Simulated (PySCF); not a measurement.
System: sum formula HGeOCl2 (charge +1, singlet). It need not be the lowest isomer of its formula. SMILES: [OH+]=[Ge]([Cl])[Cl]
Geometry from a B3LYP-D3(BJ)/def2-TZVP (Ansatz) optimisation:
```xyz
5

Ge    -0.1803    -0.1531    -0.0173
O     -1.4223    -1.3238    -0.0965
Cl    -0.4145     1.7541    -0.7718
Cl     1.5562    -0.7803     0.8802
H     -2.2607    -1.0631    -0.5153
```
Charge +1, spin multiplicity 1.

Dispersion corrections to the total energy (kcal/mol) from the dftd3 and dftd4 libraries through PySCF: D3(BJ) without and D4 with the three-body term, each with the damping fitted for the functional named.

```json
[
 {"functional": "PBE0", "D3(BJ)": "-2.75", "D4": "-2.63"},
 {"functional": "CAM-B3LYP", "D3(BJ)": "…", "D4": "-2.75"},
 {"functional": "LC-wPBE", "D3(BJ)": "-3.24", "D4": "-3.52"},
 {"functional": "TPSS", "D3(BJ)": "…", "D4": "-4.14"},
 {"functional": "BP86", "D3(BJ)": "-5.70", "D4": "-4.36"},
 {"functional": "BHLYP", "D3(BJ)": "-5.14", "D4": "…"},
 {"functional": "HSE06", "D3(BJ)": "-2.39", "D4": "-2.50"}
]
```

Complete the blanks.


- CAM-B3LYP, D3(BJ): -2.84
- TPSS, D3(BJ): -3.90
- BHLYP, D4: -4.53
